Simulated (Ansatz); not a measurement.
Gas-phase electronic energies from Ansatz, PBE0-D4/def2-TZVP geometries. CBS: MP2 limit from def2 TZ/QZ plus the TZ coupled-cluster correction, frozen cores. This one scheme is used for every species. Functionals use def2-TZVPP. B3LYP here is the variant with VWN-RPA as its local correlation; programs differ in this. HSE06 is defined as in plane-wave codes. For Br outer-core shells are correlated without core-valence functions, which leaves a few kJ/mol of doubt a bond. Scalar relativity is left out up to krypton. Each species was taken in one conformer, which may not be the lowest.

`N[SiH](F)Br` + HCl → `N[SiH](Cl)Br` + H–F  (ligand exchange at the Si–F bond)

`N[SiH](F)Br`:

Z-matrix (Å, degrees):
```
Si
F 1 1.594
Br 1 2.206 2 105.8
N 1 1.685 2 114.6 3 118.9
H 1 1.472 2 106.2 3 -118.7
H 4 1.006 1 122.4 2 -81.1
H 4 1.007 1 121.7 2 77.8
```

HCl:

Cartesian coordinates in Å:
```
Cl -0.376 0.444 0.266
H 0.376 -0.444 -0.266
```

`N[SiH](Cl)Br`:

```xyz
7

N    -0.932    0.620    0.142
Si    0.452   -0.356    0.145
Cl   -0.139   -2.265   -0.267
Br    1.997    0.194   -1.361
H    -1.620    0.521   -0.589
H    -0.873    1.570    0.472
H     1.115   -0.284    1.458
```

H–F:

Cartesian coordinates in Å:
```
F 0.084 0.412 -0.187
H -0.084 -0.412 0.187
```

Q: Is it downhill or uphill in electronic energy at CCSD(T)/CBS, and by how much? (Estimate.)

A: The calculation gave: Uphill: ΔE = +46.1 kJ/mol.

Q: What do these levels give: LDA (SPW92), B3LYP-D4, BLYP, r2SCAN0, HSE06, BHLYP, HF/def2-SVP, CCSD/def2-SVP, CCSD(T)/def2-SVP, HF/def2-TZVPP, CCSD/def2-TZVPP, CCSD/CBS(def2)? (Estimate.)

A: Computed: LDA (SPW92) 46.0, B3LYP-D4 50.2, BLYP 57.1, r2SCAN0 48.8, HSE06 43.3, BHLYP 59.1, HF/def2-SVP 53.4, CCSD/def2-SVP 51.6, CCSD(T)/def2-SVP 50.4, HF/def2-TZVPP 63.1, CCSD/def2-TZVPP 53.6, CCSD/CBS(def2) 48.9 kJ/mol.

Q: What do rigid-rotor, harmonic-oscillator terms from PBE0-D4/def2-TZVP frequencies (298.15 K, 1 bar) make of the CCSD(T)/CBS value? (An estimate is asked.)

A: Computed: ΔZPE = +4.0 kJ/mol, ΔH = +50.8 kJ/mol, ΔS = -1 J/(mol·K), ΔG = +51.2 kJ/mol.

Largest T1 diagnostic among the species: 0.009.

In def2-TZVPP, CCSD(T) changes the Hartree–Fock value by −12.2 kJ/mol (the triples alone add −2.8 kJ/mol) and MP2 by −18.6 kJ/mol. At CCSD(T), def2-SVP lies +4.3 kJ/mol from the extrapolated value and def2-TZVPP +4.7 kJ/mol.
